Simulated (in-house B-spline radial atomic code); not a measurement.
The numbers below are computed, except where a source is named.
# Making a Troullier-Martins p channel for Sb, r_c = 0.67 bohr

Sb, [Kr] 4d10 5s2 5p3, non-relativistic PBE, spherical and spin-unpolarised, from an all-electron radial atomic-structure program (B-spline basis) (atomic units). The all-electron 4p level is ε = -3.653662 hartree, its outermost node lies just inside 0.41 bohr and its outer maximum at 0.77 bohr.

Inside r_c the pseudo-orbital is u(r) = r^2 exp(p(r)), with p = c0 + c2 r² + c4 r⁴ + … + c12 r¹². The seven coefficients follow from p and its first four derivatives at r_c, from zero curvature of the screened potential at the origin, c4 = −c2²/(2l + 5), and from the norm inside r_c. At r_c the all-electron orbital has P = 1.164881, P' = 1.588797, the screened potential V = -13.86513, V' = 43.83801, V'' = -176.4262, and the norm inside is Q = 0.2405492.

Question: What are p, p' and p'' at r_c?

Answer: p = ln(P/r_c^2) = ln(1.164881/0.4489) = 0.95357. p' = P'/P − 2/r_c = 1.36391 − 2.98507 = -1.62116. The radial equation gives p'' = 2(V − ε) − 2(2) p'/r_c − p'² = -20.42294 − (-9.67857) − 2.62816 = -13.37253. Differentiating, p''' = 2V' + 2(2)p'/r_c² − 2(2)p''/r_c − 2p'p'' = 109.71, and p'''' = 2V'' − 4(2)p'/r_c³ + 4(2)p''/r_c² − 2(2)p'''/r_c − 2p''² − 2p'p''' = -1205.

For a trial c2 the five matching conditions are linear in c0, c6, c8, c10 and c12, and c2 is varied until the norm inside r_c equals Q. The root nearest zero gives:

| n | c_n |
| --- | --- |
| 0 | 2.415357 |
| 2 | -9.709731 |
| 4 | -13.46841 |
| 6 | 300.5279 |
| 8 | -1022.255 |
| 10 | 1420.16 |
| 12 | -727.2684 |

Question: Check c4 and p(r_c), and find the screened pseudopotential at the origin.

Answer: −c2²/7 = -13.4684, as listed. The terms c_n r_c^n are 2.41536, -4.35870, -2.71404, 27.18526, -41.51049, 25.88721, -5.95103, which sum to 0.95357. Inverting the radial equation, V_l(r) = ε + 2 p'/r + (p'' + p'²)/2, so V_l(0) = ε + (2l + 3) c2 = -3.653662 + 5 × (-9.70973) = -52.2023 hartree, finite where the all-electron potential diverges.

Orbitals and screened potentials:

| r (bohr) | P | u | V all-electron | V pseudo |
| --- | --- | --- | --- | --- |
| 0.067 | 0.4526 | 0.04809 | -566.5 | -52.02 |
| 0.168 | -0.3625 | 0.2391 | -160.6 | -46.55 |
| 0.268 | -0.6698 | 0.4073 | -76.74 | -28.26 |
| 0.369 | -0.2095 | 0.506 | -44.13 | -6.18 |
| 0.469 | 0.4189 | 0.6491 | -28.23 | 3.202 |
| 0.57 | 0.9041 | 0.9202 | -19.25 | -7.884 |
| 0.67 | 1.165 | 1.165 | -13.87 | -13.87 |

Logarithmic derivatives P'/P at R = 0.97 bohr, for energies E around ε:

| E − ε (hartree) | all-electron | pseudo |
| --- | --- | --- |
| -0.5 | -0.694151 | -0.696101 |
| -0.25 | -0.949688 | -0.95021 |
| -0.1 | -1.11223 | -1.11229 |
| 0 | -1.22478 | -1.22474 |
| 0.1 | -1.34091 | -1.34097 |
| 0.25 | -1.52225 | -1.52292 |
| 0.5 | -1.84549 | -1.84868 |

Question: With P(R) = 1.082321 and a norm of 0.6695051 inside R, what slope in energy does norm conservation fix?

Answer: d(P'/P)/dE = −2 × (norm inside R)/P(R)² = -1.1431 per hartree·bohr at E = ε, for both atoms, since orbital and norm agree at R. Differences over ±0.1 hartree give -1.1434 (all-electron) and -1.1434 (pseudo), which also hold third-order terms. Half a hartree below ε the two curves differ by -0.0020.
